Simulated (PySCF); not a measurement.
# Electron correlation in Mg⁺ (magnesium, charge +1)

[Ne] 3p1, 2P determinant (an excited configuration). Computed with PySCF 2.14 in x2c-TZVPPall with one added diffuse shell each of s, p, d type (6s5p4d, 41 functions), with scalar relativity by spin-free X2C-1e. Frozen: 1s2; 9 electrons correlated.

| level | correlation energy (mhartree) |
| --- | --- |
| CCSD | -164.04 |
| (T) | -1.10 |
| CCSD(T) | -165.14 |

Diagnostics: T1 = 0.0037, D1 = 0.0086, largest double amplitude 0.019.

**Question.** Is a single reference adequate?

**Answer.** Yes: T1 lies below 0.03 and no double amplitude reaches 0.07.

This basis was not built for core-valence correlation, so the inner-shell part is incomplete.
